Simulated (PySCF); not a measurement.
AlH₂Br, SMILES [AlH2][Br].

Geometry: B3LYP-D3(BJ)/def2-TZVP.

Computed with ωB97X/def2-TZVPD (PySCF).

```
Item                                                                                                           Result
---------------------------------------------------------------------------------------------  ----------------------
total energy                                                                                      -2817.86623 hartree
point group                                                                                                       C2v
highest occupied level                                                                                      -10.62 eV
lowest empty level                                                                                            0.13 eV
orbital gap                                                                                                  10.75 eV
dipole moment                                                                                                  1.35 D
quadrupole, principal values (traceless, Buckingham form, about the centre of nuclear charge)   -4.46, 0.13, 4.33 D·Å
mean static polarisability                                                                       50.3 bohr³ (7.45 Å³)
polarisability, principal values                                                               42.3, 48.0, 60.6 bohr³
```
